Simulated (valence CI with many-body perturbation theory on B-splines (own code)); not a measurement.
Xe XV: one-electron terms

Computed by valence CI with perturbative core correlation (CI+MBPT): four valence electrons over a frozen Dirac-Fock core [Kr], a basis of 7 s, 7 p, 8 d, 6 f, 4 g, 1 h functions for each j, with the one-electron correlation potential Σ1 (screened to all orders), the two-electron term Σ2, the three-electron term Σ3, Breit, model QED; selected single and double excitations, second order for the rest, scaled by the run's own slope (own B-spline code, finite nucleus).

No measured spectrum was set against this ion. As an estimate, terms of the open shell hold to 2 to 4 % of their energy, and close levels can change places. Excitations out of the core, of the other parity, are not computed and may begin above about 63.6 eV (a cautious bound); beyond it only levels of the ground parity were kept, without lifetimes.

These are the spectroscopic orbitals of the CI (the correlating ones are not listed), shaped by the core and the other valence electrons. h is the expectation value of the core's Dirac-Fock operator, without the valence repulsion; Σ1 is computed up to l = 3 at one energy for each symmetry, that of its lowest orbital but kept below the first core excitation, so for empty shells it is not the orbital's own correlation shift; Breit and QED include the response of the core.

| Orbital | h (hartree) | Σ1 (cm⁻¹) | Breit (cm⁻¹) | QED (cm⁻¹) | ⟨r⟩ (bohr) |
| --- | --- | --- | --- | --- | --- |
| 5s1/2 | -11.07 | -9586 | 660 | 556 | 1.335 |
| 6s1/2 | -6.8633 | -3412 | 326 | 273 | 2.162 |
| 7s1/2 | -4.6854 | -1682 | 182 | 153 | 3.192 |
| 5p1/2 | -10.259 | -8392 | 1008 | -35.7 | 1.398 |
| 6p1/2 | -6.4539 | -3229 | 516 | -17.8 | 2.257 |
| 7p1/2 | -4.4496 | -1649 | 295 | -10.1 | 3.321 |
| 5p3/2 | -10.058 | -7792 | 599 | 19.3 | 1.429 |
| 6p3/2 | -6.3543 | -3060 | 310 | 10.2 | 2.295 |
| 7p3/2 | -4.3927 | -1575 | 188 | 5.9 | 3.365 |
| 4d3/2 | -15.884 | -18368 | 939 | -203 | 0.7635 |
| 5d3/2 | -8.7238 | -6353 | 348 | -53.3 | 1.545 |
| 6d3/2 | -5.6713 | -2880 | 181 | -26.6 | 2.486 |
| 4d5/2 | -15.777 | -18007 | 329 | -142 | 0.7701 |
| 5d5/2 | -8.6835 | -6306 | 159 | -33.9 | 1.553 |
| 6d5/2 | -5.6506 | -2864 | 85.1 | -16.8 | 2.496 |
| 4f5/2 | -11.984 | -31607 | -216 | -115 | 0.8405 |
| 5f5/2 | -7.2483 | -6913 | -30.9 | -36.8 | 1.726 |
| 4f7/2 | -11.97 | -30171 | -436 | -103 | 0.8426 |
| 5f7/2 | -7.2418 | -6783 | -116 | -31.9 | 1.728 |
| 5g7/2 | -6.4371 |  | -25.4 | -5.8 | 1.758 |
| 5g9/2 | -6.4365 |  | -32.5 | -4.8 | 1.758 |

Among the shells of the start configuration 4d4, Σ1 is largest in size for 4d3/2, where it is 0.53 % of h.

Lowest root of each symmetry, sizes in configuration state functions:

| J | Parity | Roots | Reference | Variational | Second order | Change by selected CI (cm⁻¹) | Change by second order (cm⁻¹) |
| --- | --- | --- | --- | --- | --- | --- | --- |
| 0 | even | 7 | 40 | 11668 | 78448 | -3874 | -3 |
| 1 | even | 11 | 83 | 24106 | 222653 | -3412 | -6 |
| 2 | even | 17 | 131 | 31349 | 327137 | -3265 | -7 |
| 3 | even | 14 | 128 | 31041 | 361297 | -3335 | -12 |
| 4 | even | 13 | 126 | 29832 | 370764 | -3676 | -11 |
| 5 | even | 6 | 90 | 24932 | 261601 | -4916 | -17 |
| 6 | even | 3 | 67 | 17820 | 223350 | -5055 | -16 |
| 0 | odd | 8 | 37 | 14472 | 69858 | -6115 | -5 |
| 1 | odd | 20 | 106 | 31996 | 208752 | -6072 | -10 |
| 2 | odd | 32 | 149 | 31879 | 336818 | -5729 | -46 |
| 3 | odd | 33 | 156 | 30769 | 367154 | -5234 | -70 |
| 4 | odd | 32 | 137 | 30362 | 432284 | -5458 | -74 |
| 5 | odd | 24 | 102 | 31894 | 369119 | -5292 | -40 |
| 6 | odd | 18 | 62 | 31572 | 381774 | -5175 | -18 |
| 7 | odd | 10 | 31 | 29534 | 238467 | -5253 | -5 |
| 8 | odd | 5 | 12 | 19028 | 171401 | -5437 | -5 |
| 9 | odd | 1 | 2 | 11101 | 85463 | -7808 | -8 |
